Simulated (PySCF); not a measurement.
## Löwdin shares of the frontier orbitals

C7H8F2O.
Z-matrix (Å and degrees, PBE0-D3(BJ)/def2-SVP geometry), rows numbered from 1:
```
F 
C   1  1.3538
F   2  1.3316  1  107.70
O   2  1.3543  1  110.91  3  -117.31
C   4  1.3953  2  114.82  1   -74.31
C   5  1.5209  4  118.02  2    80.64
C   6  1.5048  5  103.29  4   142.71
C   7  1.3400  6  112.10  5    -4.59
C   8  1.4880  7  111.26  6     3.01
C   5  1.4982  4  118.22  2   -75.34
H   2  1.1062  1  107.60  3   118.67
H   6  1.1026  5  112.84  4   -94.62
H   6  1.1037  5  109.30  4    23.75
H   7  1.0921  6  122.78  5   175.58
H   8  1.0919  7  125.45  6  -178.73
H   9  1.0932  5  120.79 10  -106.52
H  10  1.0939  5  119.41  9  -107.83
H  10  1.0936  5  116.02  9   106.35
```

Theory: TDDFT PBE0/def2-SVPD, vertical, gas phase, core orbitals frozen in the response (PySCF).

Kohn–Sham orbitals with the atoms that hold most of them (Löwdin shares over 4%, at most four atoms; ? is withheld):

```tsv
orbital	ε (eV)	atoms
HOMO-3	-9.99	C9 19%, C7 14%, C8 14%, C10 11%
HOMO-2	-8.90	O4 36%, C6 12%, C9 10%, C5 9%
HOMO-1	-8.27	?
HOMO	-7.10	?
LUMO	?	C8 30%, C7 29%, C10 6%, C6 6%
LUMO+1	0.76	C10 12%, C7 10%, C8 10%, H18 8%
LUMO+2	1.14	H11 13%, C8 10%, C7 9%, C2 9%
```

Problem. Which atoms hold the HOMO, and with what shares?

Solution. C7 (bonded to 2 C and H) 30%; C8 (bonded to 2 C and H) 26%; C9 (bonded to 3 C and H) 11%; C10 (bonded to 2 C and 2 H) 10%.

Problem. Which atoms hold the HOMO-1, and with what shares?

Solution. C5 (bonded to 3 C and O) 26%; C10 (bonded to 2 C and 2 H) 18%; O4 (bonded to 2 C) 16%; C9 (bonded to 3 C and H) 15%. By element: carbon 59% or more, oxygen 16%.

Problem. What is the LUMO energy, and the HOMO–LUMO gap?

Solution. ε(LUMO) = -0.08 eV; the gap is 7.02 eV (0.2578 hartree).

Problem. The HOMO–LUMO gap is 7.02 eV. Where does the response calculation put the lowest singlet, and from which orbitals?

Solution. S1 is at 6.29 eV (f = 0.111), 0.73 eV below the gap, made of HOMO→LUMO (93%). Without the coupling terms of the response equations the lowest excitation would equal the gap.

Problem. Give energy, strength and leading configuration of S1, S2 and S3, and follow the Löwdin shares of the leading atoms from the occupied to the empty orbital.

Solution. 
- S1 (6.29 eV, f 0.111), HOMO→LUMO (93%): C7 30% → 29%, C8 26% → 30%
- S2 (6.76 eV, f 0.012), HOMO→LUMO+1 (82%): C7 30% → 10%, C8 26% → 10%, C10 10% → 12%
- S3 (6.88 eV, f 0.012), HOMO-1→LUMO (94%): C5 26% → at most 6%, C10 18% → 6%, C8 at most 15% → 30%, C7 at most 15% → 29%

Time: 4.3 min wall. Hardware: an x86-64 server with one thread, shared host.

One conformer stands for the species.
